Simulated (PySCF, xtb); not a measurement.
CH3FO3Si, SMILES [Si@H](OC=O)(O)F.

GFN2-xTB in xtb at its own geometry gives an orbital gap of 4.85 eV and a dipole moment of 1.61 D.

Geometry: PBE0-D3(BJ)/def2-SVP. The structure was generated by enumeration; whether it is a known compound was not checked. The values are those of a single conformer.

Problem. What does HF/def2-TZVP (PySCF) give? (Estimate from the structure and the level; the computed values follow.)

Solution. gap 16.77 eV (levels -13.28 and 3.48 eV), dipole 2.42 D.
